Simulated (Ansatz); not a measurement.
`C[Te]C(F)(F)F` + `[CH3][AlH][SH]` → `[CH3][AlH][S]C` + `FC(F)(F)[TeH]`  (substitution at a C–Te bond)

Program: Ansatz. Geometries: PBE0-D4/def2-TZVP. ΔE: electronic, gas phase. CCSD(T)/CBS is the MP2 limit (def2-TZVPP, def2-QZVPP) plus CCSD(T) − MP2 in def2-TZVPP, frozen cores. This one scheme is used for every species. def2 core potentials past Kr. For Te outer-core shells are correlated without core-valence functions, which leaves a few kJ/mol of doubt a bond. One conformer a species, not always the lowest.

```json
{"species": "`C[Te]C(F)(F)F`", "CCSD/CBS(def2) energy (Eh)": "-644.95192"}
{"species": "`[CH3][AlH][SH]`", "CCSD/CBS(def2) energy (Eh)": "-680.87783"}
{"species": "`[CH3][AlH][S]C`", "CCSD/CBS(def2) energy (Eh)": "-720.12212"}
{"species": "`FC(F)(F)[TeH]`", "CCSD/CBS(def2) energy (Eh)": "-605.69183"}
```

(1) Work out ΔE.

(2) What do rigid-rotor, harmonic-oscillator terms from PBE0-D4/def2-TZVP frequencies (298.15 K, 1 bar) make of the CCSD(T)/CBS value? (Best estimate.)

Largest T1 diagnostic among the species: 0.012.

Results:

(1) ΔE = (-720.12212) + (-605.69183) − (-644.95192) − (-680.87783) = 0.01580 Eh = +41.5 kJ/mol. CCSD(T)/CBS gives +41.7 kJ/mol.

(2) Ansatz gave: ΔZPE = -0.9 kJ/mol, ΔH = +40.6 kJ/mol, ΔS = 2 J/(mol·K), ΔG = +40.1 kJ/mol. Modes under 50 cm⁻¹ make the entropy rough.

Leaving LDA and LC-ωPBE aside and taking each functional with its dispersion term where it has one, the values, not all of them listed here, spread over 5.6 kJ/mol, from revPBE-D4 to B2PLYP. LDA lies −4.1 kJ/mol from PBE without D4. At CCSD(T), def2-SVP lies −10.7 kJ/mol from the extrapolated value and def2-TZVPP −2.1 kJ/mol. In def2-TZVPP, CCSD(T) changes the Hartree–Fock value by +3.3 kJ/mol (the triples alone add +0.2 kJ/mol) and MP2 by +6.5 kJ/mol.
